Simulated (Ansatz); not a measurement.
The same path of BClF2 + FH (6 atoms, charge 0, multiplicity 1) was run 3 times with different band settings. Lost on the way: B1–Cl2, F5–H6. Made: B1–F5, Cl2–H6.

The calculation used RKS PBE/def2-SVP in Ansatz 0.2.0.

Relaxed end points:

```xyz
6
Properties=species:S:1:pos:R:3
B -0.001 0.162 0.117
Cl -0.011 0.540 1.872
F 1.148 0.206 -0.537
F -1.151 0.136 -0.535
F 0.060 -2.013 0.562
H 0.076 -1.760 1.472
```

```xyz
6
Properties=species:S:1:pos:R:3
B 0.014 -0.381 -0.464
Cl 0.013 0.066 2.533
F 1.142 0.270 -0.697
F -1.154 0.200 -0.687
F 0.055 -1.662 -0.104
H 0.051 -1.222 2.370
```

Common settings: movable images 5; climbing image yes; spring 5.0 eV/Å²; start path through a guess of the saddle point; iteration limit 60; end points relaxed.

| run | optimiser | force threshold | largest step |
| --- | --- | --- | --- |
| 1 | quadratic models (default) | 0.05 eV/Å | default |
| 2 | quadratic models (default) | 0.5 eV/Å | default |
| 3 | fire | 0.05 eV/Å | 0.5 Å |

(1) What does each run give, and how far can it be trusted?

## Answers

(1) Run 1: converged after 12 iterations, highest image 0.252 eV above the first end. A vibrational analysis at the climbing image gives one clearly imaginary mode, 660i cm⁻¹: a first-order saddle point.
Run 2: converged after 5 iterations, highest image 0.244 eV above the first end. The threshold of 0.5 eV/Å is loose, so the images may lie well off the minimum-energy path. The order of the stationary point at the top wasn't checked.
Run 3: converged after 37 iterations, highest image 0.252 eV above the first end. Another band between the same ends (5 images) ends at a top of the same energy, where a vibrational analysis finds 1 clearly imaginary mode.
The orbitals stay closed-shell, which can raise the energy where a bond breaks towards radicals; this wasn't checked here.
